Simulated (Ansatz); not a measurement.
Q: Name a neutral molecule of C, O and H with LUMO energy (B3LYP/def2-TZVPP) between -0.25 and 0.05 eV and HOMO–LUMO gap (ωB97M-V/def2-TZVPP) between 12.15 and 12.45 eV (Ansatz, PBE0-D4/def2-TZVP geometry).

A: `C=CCC(=O)O` (-0.15 eV, 12.22 eV); `C#CCO` (0.04 eV, 12.38 eV); `C=CCC1CO1` (-0.02 eV, 12.22 eV); `COCC(=O)O` (-0.24 eV, 12.35 eV); `COCCOC=O` (-0.20 eV, 12.35 eV). Other molecules can fit too; these were computed, each in one conformer that needn't be the lowest.

B3LYP here is the variant with VWN-RPA as its local correlation; programs differ in this.
